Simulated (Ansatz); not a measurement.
`CSC1[SiH2][SiH2]1` → `C=C(S)[SiH2][SiH3]`  (isomerisation)

Calculated with Ansatz (gas phase, PBE0-D4/def2-TZVP geometries, no zero-point term in ΔE). CBS: MP2 limit from def2 TZ/QZ plus the TZ coupled-cluster correction, frozen cores. Functionals use def2-TZVPP. Each species was taken in one conformer, which may not be the lowest.

`CSC1[SiH2][SiH2]1`:

Cartesian coordinates in Å:
```
C 1.041 -1.952 0.539
S 1.513 -0.287 0.052
C 0.067 0.654 0.486
Si -1.455 0.294 -0.612
Si -0.166 2.127 -0.706
H 0.873 -2.012 1.615
H 1.869 -2.610 0.271
H 0.144 -2.275 0.006
H -0.062 0.833 1.553
H -1.319 -0.870 -1.514
H -2.782 0.373 0.047
H -0.649 3.371 -0.061
H 0.927 2.353 -1.677
```

`C=C(S)[SiH2][SiH3]`:

Z-matrix (Å, degrees):
```
Si
Si 1 2.342
C 1 1.878 2 110.3
H 1 1.489 2 109.3 3 120.9
H 1 1.487 2 111.0 3 -118.7
H 2 1.487 1 110.5 3 -65.4
H 2 1.487 1 110.0 3 55.0
H 2 1.489 1 109.8 3 174.7
S 3 1.752 1 114.4 2 61.0
C 3 1.334 1 120.7 2 -117.1
H 9 1.346 3 98.0 1 -177.0
H 10 1.084 3 120.6 1 -1.9
H 10 1.087 3 122.6 1 178.1
```

| species | PBE0 energy (Eh) |
| --- | --- |
| `CSC1[SiH2][SiH2]1` | -1057.73606 |
| `C=C(S)[SiH2][SiH3]` | -1057.74527 |

Question: Work out ΔE.

Answer: ΔE = (-1057.74527) − (-1057.73606) = -0.00921 Eh = -0.25 eV. CCSD(T)/CBS gives -0.37 eV.

Largest T1 diagnostic among the species: 0.013.

In def2-TZVPP, CCSD(T) changes the Hartree–Fock value by +0.28 eV (the triples alone add +0.03 eV) and MP2 by +0.42 eV. From PBE to PBE0 (25 % exact exchange), in def2-TZVPP and without D4, ΔE moves by +0.04 eV.
